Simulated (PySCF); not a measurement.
Si(H)3(NHMe) (CH₇NSi), SMILES CN[SiH3]. Coordinates come from a B3LYP-D3(BJ)/def2-SVP optimisation.

Computed with PySCF with B3LYP-D3(BJ)/def2-SVP.

Harmonic wavenumbers (cm⁻¹): 132, 137, 249, 424, 690, 705, 794, 917, 977, 1004, 1101, 1141, 1154, 1397, 1452, 1468, 1497, 2156, 2212, 2227, 2967, 3046, 3090, 3592. Rotational constants (GHz): 29.98, 5.096, 4.731; symmetry number 1.

Problem. Work out the zero-point energy and the ideal-gas rigid-rotor harmonic-oscillator thermochemistry at 298.15 K and 1 atm.

Solution. ZPE = ½ Σ hcν = ½ × 34527 cm⁻¹ = 206.52 kJ/mol. H − E(el) = 223.37 kJ/mol. Entropy in J/(mol K): translation 160.05, rotation 98.79, vibration 40.84, total 299.69. G − E(el) = 134.02 kJ/mol. Cp = 82.38 J/(mol K). Modes under 150 cm⁻¹ make the vibrational entropy uncertain.
